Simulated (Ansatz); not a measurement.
Species: sum formula AlO₂H₂ (charge +1, singlet). It need not be the lowest isomer of its formula. SMILES: [OH][Al+][OH]
Coordinates optimised at B3LYP-D3(BJ)/def2-TZVP (Ansatz, a first-principles code):
```
Al
O 1 1.6022
H 2 0.9583 1 154.23
O 1 1.6022 3 170.41 2 -180.00
H 4 0.9583 1 154.23 3 180.00
```
Charge +1, spin multiplicity 1.

Parts of the frozen-core correlation energy in STO-3G (Ansatz, hartree). Frozen orbitals: 7; correlated occupied orbitals by spin: 8 and 8; virtual: 6 and 6. No spin-orbit coupling. Non-relativistic.

```json
[
 {"term": "reference (HF)", "value": "-387.71428"},
 {"term": "MP2 opposite-spin", "value": "(withheld)"},
 {"term": "MP2 same-spin", "value": "(withheld)"},
 {"term": "CCSD correlation", "value": "(withheld)"},
 {"term": "(T)", "value": "-0.00918"},
 {"term": "FCI minus CCSD(T)", "value": "-0.00030"},
 {"term": "T1 diagnostic", "value": "0.027"},
 {"term": "largest doubles amplitude", "value": "0.040"}
]
```

### Question
Complete the blanks.

### Answer

- MP2 opposite-spin, value: -0.08079
- MP2 same-spin, value: -0.02114
- CCSD correlation, value: -0.11964
